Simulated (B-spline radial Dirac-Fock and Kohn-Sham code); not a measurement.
## K-line shifts caused by a second vacancy in Au⁶⁷⁺

System: the Au⁶⁷⁺ ion, 1s2 2s2 2p6 3s2.

The run's input, task.json:

```json
{"items": [{
  "Z": 79,
  "q": 67,
  "cfg": [[1, 0, 2], [2, 0, 2], [2, 1, 6], [3, 0, 2]],
  "A": 197,
  "rrms": 5.4371,
  "do": ["binding", "quiet", "double"]
}]}
```

Run with: `python xray_run.py task.json out`

Model: multi-electron Dirac-Fock with separately optimised hole states, Breit and Lamb-shift corrections added in first order. Program: a B-spline atomic structure program. Each two-hole energy is an average over J within one jj subconfiguration, not an observable level; in light atoms, where LS coupling holds, the j-resolved values are not observed lines, and for a K spectator the Kα1 hypersatellite is nearly forbidden. The model has no electron correlation.

Lines without a spectator: Kα2 (K-L2) 67281.3 eV, Kα1 (K-L3) 69155.1 eV. Shifts in eV with one spectator hole (a dash: not computed, or left out as unreliable):

| spectator hole | Kα2 | Kα1 |
| --- | --- | --- |
| K (1s) | +1091.7 | +1189.5 |
| L2 (2p1/2) | +152.3 | +208.2 |
| L3 (2p3/2) | +110.4 | +124.5 |
